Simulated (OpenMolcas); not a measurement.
Ti2+ (d2) among equal point charges was computed by CASSCF with the d shell active (OpenMolcas, ANO-RCC-VDZP on the metal). Its lowest spin-free states, and all those of the highest spin:

```csv
2S+1,Degeneracy,E (cm-1)
3,1,0.0
3,2,5419
1,1,9060
1,1,9192
1,1,14201
1,2,15097
3,2,17626
3,1,18540
1,2,25910
1,1,26941
3,2,28094
1,1,30442
3,1,39712
3,1,42321
```

Problem. Is the site octahedral, tetrahedral or cube-like, axial, or of lower symmetry?

Solution. The states with 2S+1 = 3 have orbital degeneracies 1, 2, 2, 1, 2, 1, 1. There are pairs but no triples, so the site is axial: not cubic, but with a proper or improper axis of order three or more. The run had Ti2+ among 6 point charges of -2.2 e arranged as a tetragonal octahedron (D4h), 1.82 Å from the ion, with the axial distance 2.111 Å. The active orbitals were held to one l.

Without dynamic correlation the repulsion within the d shell is too large (B by tens of per cent), so at a given field states of lower spin stand too high. This is an electrostatic model: the charges have no orbitals. No measured value stands beside these numbers.
